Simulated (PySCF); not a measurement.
Dissociation curve of SeH, doublet.

- UKS-PBE = unrestricted PBE/cc-pVDZ (PySCF)
- UKS-TPSSh = unrestricted TPSSh/cc-pVDZ run with PySCF
- UCCSD(T) = CCSD(T) on UHF/cc-pVDZ, 9 core orbitals frozen run with PySCF

Energies relative to the lowest point of each curve near equilibrium, in mEh; the last columns give the difference from UCCSD(T):

| R / Å | UKS-PBE | UKS-TPSSh | UCCSD(T) | UKS-PBE − UCCSD(T) | UKS-TPSSh − UCCSD(T) |
|---|---|---|---|---|---|
| 1.17 | 67.3 | 64.6 | 64.1 | 3.2 | 0.6 |
| 1.24 | 36.1 | 34.0 | 33.5 | 2.7 | 0.6 |
| 1.33 | 12.6 | 11.3 | 10.9 | 1.7 | 0.4 |
| 1.38 | 5.4 | 4.6 | 4.3 | 1.1 | 0.3 |
| 1.42 | 2.0 | 1.5 | 1.4 | 0.6 | 0.2 |
| 1.47 | 0.0 | 0.0 | 0.0 | 0.0 | 0.0 |
| 1.52 | 0.1 | 0.6 | 0.7 | -0.6 | -0.1 |
| 1.55 | 0.9 | 1.7 | 1.9 | -1.0 | -0.2 |
| 1.64 | 6.3 | 7.9 | 8.3 | -2.0 | -0.4 |
| 1.70 | 11.5 | 13.7 | 14.1 | -2.6 | -0.4 |
| 1.81 | 23.1 | 26.3 | 26.5 | -3.4 | -0.2 |

UKS-PBE is furthest from UCCSD(T) at 1.81 (-3.4 mEh, below); its mean absolute difference over the points is 1.7 mEh.

UKS-TPSSh is furthest from UCCSD(T) at 1.17 (0.6 mEh, above); its mean absolute difference over the points is 0.3 mEh.

The scan ran from 1.17 to 5.92 Å; beyond the distances shown one of the unrestricted levels run for this scan, shown here or not, changes its spin distribution in one step.
